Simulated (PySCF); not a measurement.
Species: C₄H₅F₃O.
Numbering: `[OH:1][C:2]1([C:3]([F:4])([F:5])[F:6])[CH2:7][CH2:8]1`

Cartesian coordinates in Å at the GFN2-xTB level; atoms count from 1:
```xyz
13
C4H5F3O angstrom
O     -0.438   -1.501    0.797
C     -0.099   -0.298    0.201
C     -1.273    0.360   -0.498
F     -0.932    1.472   -1.163
F     -2.258    0.701    0.343
F     -1.822   -0.477   -1.403
C      1.270   -0.094   -0.392
C      0.895    0.582    0.895
H     -0.681   -2.153    0.125
H      1.360    0.503   -1.286
H      1.946   -0.933   -0.340
H      0.718    1.646    0.893
H      1.309    0.194    1.812
```

Probes without a nucleus sit at each ring's centroid and 1 Å off its mean plane on both sides; NICS is minus the shielding there, NICSzz its component along the normal. Level: GIAO PBE0/pcSseg-1 (PySCF, non-relativistic, gas phase) on the GFN2-xTB geometry, one conformer.

Ring bond lengths (Å), with Mayer bond orders in brackets: C2–C7 1.506 (0.91), C7–C8 1.501 (0.96), C8–C2 1.497 (0.92).

Question: Give the NICS values of each ring in ppm.

Answer: 
```
    ring                                            type  NICS(0)  NICS(1), two faces  NICS(1)zz, two faces  rms pucker (Å)  centre to ring atoms, mean (Å)
C2–C7–C8  3-membered carbocycle; formal bonds all single    -41.2         -9.4 / -6.8         -24.9 / -17.9            0.00                            0.87
```

Question: What do they say, and how far can they be read as aromaticity?

Answer: 
- C2–C7–C8: mean NICS(1)zz -21.4 ppm, shielded. C2, C7, C8 have four or more neighbours; no verdict on aromaticity is drawn. The two faces differ by 7.0 ppm, so no symmetry operation interchanges them. NICS(0) lies 33 ppm below the mean NICS(1).

Question: Give the inner angles of the rings and the Hirshfeld charges of the ring atoms.

Answer: 
- C2–C7–C8: C2 60.0° (+0.041 e), C7 59.7° (-0.099 e), C8 60.3° (-0.088 e); sum 180.0° against 180° for a flat convex ring.
